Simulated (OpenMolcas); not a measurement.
**Ni2+, Pd2+, Pt2+: d8 down the group**

```
Program             : OpenMolcas 26.06
Method              : CASSCF
Basis               : ANO-R2
Scalar Hamiltonian  : X2C, finite nucleus
Spin-orbit coupling : RASSI with atomic mean-field integrals over the reference wave functions, term energies averaged over their components
```

Active space for each ion: 8 electrons in 6 orbitals (d s).

Computed levels in cm-1 above 3F4:

| Level | Ni2+ | Pd2+ | Pt2+ |
| --- | --- | --- | --- |
| 3F3 | 1450 | 3289 | 10165 |
| 3P1 | 22289 | 17497 | 19746 |
| 3P0 | 22579 | 17844 | 18754 |
| 1G4 | 28096 | 22045 | 25324 |
| 1S0 | 67697 | 51933 | 57609 |
| weight of 3F in the lowest level (%) | 100 | 99 | 97 |

Mixed levels, with the weight of the term that names them: Pt2+ 1G4 (67 %), Pt2+ 1S0 (55 %).

Measured, with the error of the calculation in %. Measured levels: Ni2+ from Corliss and Sugar, J. Phys. Chem. Ref. Data 10, 197 (1981); Pd2+ from Moore, Atomic Energy Levels, vol. III, NSRDS-NBS 35 (1971 reprint of NBS Circular 467, 1958); Pt2+ from NIST levels as listed in McCann et al., Mon. Not. R. Astron. Soc. 538, 537 (2025).

```json
{"Level": "3F3", "Ni2+": "1361 (+6.6)", "Pd2+": "3230 (+1.8)", "Pt2+": "9752 (+4.2)"}
{"Level": "3P1", "Ni2+": "16978 (+31.3)", "Pd2+": "13470 (+29.9)", "Pt2+": "16782 (+17.7)"}
{"Level": "3P0", "Ni2+": "17231 (+31.0)", "Pd2+": "13699 (+30.3)", "Pt2+": "14939 (+25.5)"}
{"Level": "1G4", "Ni2+": "23109 (+21.6)", "Pd2+": "17880 (+23.3)", "Pt2+": "21331 (+18.7)"}
{"Level": "1S0", "Ni2+": "52532 (+28.9)", "Pd2+": "", "Pt2+": ""}
```

The fine-structure level 3F3 changes by a factor of 7.01 from Ni2+ to Pt2+.

Without spin-orbit coupling 3P lies 20839, 14211, 10014 cm-1 above 3F in that order; the difference to the level 3P1, of either sign, comes from spin-orbit coupling, which also lowers the zero.

Without dynamic correlation excited terms often stand tens of per cent too high (terms of higher spin than the ground term too low), and those without a measured partner can miss by more than the paired ones. Terms from blocks run as CI alone lack orbitals of their own. Computed and measured levels are paired by configuration, term and J; levels that our copy of the source lacks, or whose pairing is in doubt (as where it misses far off the trend of its configuration), stay unpaired and out of the deviations. Levels of configurations outside the active space are missing.
